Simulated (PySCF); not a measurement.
SeHCl, SMILES Cl[SeH]. Geometry: B3LYP-D3(BJ)/def2-TZVP.

Method: B3LYP-D3(BJ)/def2-TZVP run with PySCF 2.14.0.

Harmonic wavenumbers (cm⁻¹): 406, 787, 2385. Rotational constants (GHz): 235.3, 4.283, 4.207; symmetry number 1.

Question: Work out the zero-point energy and the ideal-gas rigid-rotor harmonic-oscillator thermochemistry at 298.15 K and 1 atm.

Answer: ZPE = ½ Σ hcν = ½ × 3578 cm⁻¹ = 5.11 kcal/mol. H − E(el) = 7.73 kcal/mol. Entropy in cal/(mol K): translation 40.15, rotation 21.85, vibration 1.16, total 63.16. G − E(el) = -11.10 kcal/mol. Cp = 10.08 cal/(mol K).
